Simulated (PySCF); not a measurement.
Two structures of BH2BrO, closed shell, reached by relaxing down either side of one saddle point (PBE0-D4/def2-TZVP). Energies are electronic, without zero-point energy. Program: PySCF 2.14 with density fitting (its default auxiliary sets; JK sets also for MP2 and CCSD(T)). Basis: def2-TZVPP and def2-QZVPP. Cores are frozen in the correlated methods. Filled d shells of the heavier atoms are correlated. The def2 sets are not built for correlating such inner shells, so the correlated values are less sure here. Extrapolation: Hartree–Fock as exp(−7.88 √X), correlation as X^−2.97. First:

```json
{"atom": "B1", "x (Å)": "-0.2475", "y (Å)": "0.1206", "z (Å)": "-0.3142"}
{"atom": "Br2", "x (Å)": "1.2295", "y (Å)": "-0.7678", "z (Å)": "-1.1861"}
{"atom": "O3", "x (Å)": "-0.3029", "y (Å)": "0.2190", "z (Å)": "1.0180"}
{"atom": "H4", "x (Å)": "0.4423", "y (Å)": "-0.1842", "z (Å)": "1.4755"}
{"atom": "H5", "x (Å)": "-1.1121", "y (Å)": "0.5822", "z (Å)": "-0.9858"}
```

Second:

B1  (-1.237, 0.657, -0.679)
Br2  (2.408, -1.305, 1.215)
O3  (-0.404, 0.226, 0.068)
H4  (1.210, -0.653, 0.779)
H5  (-2.051, 1.080, -1.408)
(Å)

Which bonds change from the first to the second?

BH₂BrO ([OH][BH][Br]) → BHO ([BH][O]) + HBr; bonds formed: Br2–H4; bonds broken: B1–Br2, O3–H4.

Give the saddle point's structure and its height above each. (To be estimated.)

The calculation gives: 48.36 kcal/mol above the first and 20.26 kcal/mol above the second (CCSD(T) at an estimated basis limit (MP2 extrapolated from triple and quadruple zeta, plus CCSD(T) − MP2 in triple zeta)).
B1  (-0.606, 0.335, -0.223)
Br2  (1.563, -0.908, -0.331)
O3  (-0.550, 0.363, 1.019)
H4  (0.602, -0.303, 0.849)
H5  (-1.009, 0.513, -1.315)
(Å)

The T1 diagnostic stays at or below 0.015.

Labels in which every atom is bracketed show which atoms are joined, not bond orders.

For scale, one of the runs: CCSD(T)/def2-TZVPP, 138 basis functions, launched by `OMP_NUM_THREADS=4 python run.py`. Hardware: 4 CPU threads of an AMD EPYC 7B13, shared host. Wall time 64 s; peak host memory 1 GiB.
